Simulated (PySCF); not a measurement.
# Radial density of Au (gold, neutral)

M06-L, [Xe] 4f14 5d10 6s1, 2S determinant. All numbers are calculated (PySCF 2.14, the spin-free X2C one-electron Hamiltonian (Gaussian nucleus), in x2c-TZVPPall with one added diffuse shell each of s, p, d, f type (12s8p8d4f1g, 113 functions)).

```tsv
r (bohr)	4πr²ρ (e/bohr)	4πr²(ρα − ρβ)
0.0133	109.3	0.0019
0.0223	96.33	-0.0002
0.0375	130.1	0.0064
0.0632	139.6	-0.0006
0.106	118.9	-0.0008
0.179	120.9	0.0050
0.301	78.85	0.0184
0.505	64.79	0.0046
0.850	23.02	0.0135
1.43	10.87	0.0653
2.41	2.471	0.4910
4.05	0.3194	0.1478
6.81	0.005742	0.0041
11.4	3.833e-05	0.0000
```

Densities and radii are taken from the X2C orbitals without a picture-change correction, which distorts them close to the nucleus.

Spin-orbit coupling, which splits the p, d and f shells strongly at this Z, is absent.
